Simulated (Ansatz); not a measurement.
Abridged output of a molecular run in Ansatz:

```
Functional definition: HF
1400 factors; integrals over basis functions are off by at most 8.8e-4 eV
mean field evaluation 1: about -18343.6601 eV, gradient 3.7e1 eV
mean field evaluation 2: about -18343.9502 eV, gradient 3.8e1 eV
mean field evaluation 4: about -18347.7606 eV, gradient 4.4e0 eV
mean field evaluation 8: about -18347.8363 eV, gradient 2.9e-1 eV
mean field -18347.83663887 eV, -674.2705598681 hartree, gradient 2.8e-6 eV, S^2 0.000000; 0 other end points of the search recorded, 0 dependent functions left out
12 core orbitals not correlated: weight in the atoms' cores, before any rotation towards them, 1.000 or more for the frozen orbitals, at most 0.000 for the correlated occupied ones
reference -18347.83663887 eV, -674.2705598681 hartree; 12, 12 occupied and 220, 220 virtual orbitals, 1400 factors
second order -17.14694260 eV of doubles, -0.00000000 eV of singles
cycle   1  -17.81192078 eV  change   -6.6e-1 eV  update   1.0e-1
cycle   2  -18.34777886 eV  change   -5.4e-1 eV  update   3.1e-2
cycle   3  -18.44789203 eV  change   -1.0e-1 eV  update   1.5e-2
cycle   4  -18.43806865 eV  change    9.8e-3 eV  update   4.2e-3
cycle   5  -18.43784240 eV  change    2.3e-4 eV  update   2.2e-3
cycle   6  -18.43804104 eV  change   -2.0e-4 eV  update   7.3e-4
cycle   7  -18.43774205 eV  change    3.0e-4 eV  update   3.2e-4
cycle   8  -18.43781368 eV  change   -7.2e-5 eV  update   1.2e-4
cycle   9  -18.43785300 eV  change   -3.9e-5 eV  update   4.1e-5
cycle  10  -18.43783449 eV  change    1.9e-5 eV  update   1.7e-5
perturbative correction -0.77103715 eV, -0.0283350928 hartree
Total energy: -18367.04551051 eV, -674.9764728808 hartree
```

Its atoms:

Cartesian coordinates in Å:
```
Si 0.837 -1.151 -0.707
C -0.459 0.170 -0.538
N -0.069 1.550 -0.062
Si -0.994 0.709 1.130
H 0.204 -2.478 -0.932
H 1.763 -0.869 -1.841
H 1.651 -1.189 0.540
H -1.187 0.211 -1.350
H 0.927 1.698 0.039
H -2.339 1.249 1.413
H -0.335 0.102 2.308
```

Task: Which basis set was used?
A. cc-pV(D+d)Z
B. cc-pV(Q+d)Z
C. def2-SVPD
D. def2-TZVPP

Result: D. It gives 244 functions.

Task: Write the keys of the input that set method, charge and spin (a neutral closed shell needs none for the last two).

Result: 
```yaml
correlation: {method: ccsd_t}
```
